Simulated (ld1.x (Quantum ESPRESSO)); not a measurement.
**Ru (Z = 44): excitation energies, all-electron against TM**

```
Element                 : ruthenium (Ru)
Generator               : ld1.x (Quantum ESPRESSO) 7.5
Type                    : norm-conserving Troullier–Martins (Kleinman–Bylander form)
Functional              : PBE
Relativity              : fully relativistic
Frozen core             : [Ar] 3d10
Valence charge          : 16
Reference configuration : 4s2 4p6 4d8 5s0 5p0
Partial waves           : 4s (bound): rc 1.40 bohr; 4d (bound): rc 1.30 bohr; 4p (bound): rc 1.30 bohr
Local potential         : the p channel
Core correction         : a·sin(br)/r model core, default radius (core density twice the valence density)
```

Open shells are filled in proportion to 2j + 1 (rel_dist='average').

Energies are relative to the spin-unpolarised reference configuration 4s2 4p6 4d8 5s0 5p0; without spin polarisation the order of configurations can differ from experiment. The p channel is local and has no spin–orbit splitting in the pseudo-atom.

```csv
valence configuration,charge,ΔE all-electron (eV),error AE − PS (meV)
4s2 4p6 4d7 5s1 5p0,0,0.334,+190
4s2 4p6 4d7 5s0 5p0,+1,7.627,+1.1
4s1 4p6 4d7 5s1 5p0,+1,83.008,+320
4s2 4p6 4d6 5s1 5p0,+1,10.447,+306
4s2 4p6 4d6 5s2 5p0,0,2.035,+473
4s2 4p6 4d7.5 5s0.5 5p0,0,0.016,+86
```

Problem. What are ΔE and the potential's error for 4s2 4p6 4d6 5s0 5p0?

Solution. ΔE = 25.813 eV all-electron; the error (AE − PS) is +6.3 meV.

A Bessel basis up to 400 Ry misses an occupied level by 2.67 Ry, so cutoffs and ghosts were not judged. The potential misses its own reference levels by up to 2.3 eV, so it is not fit for use.
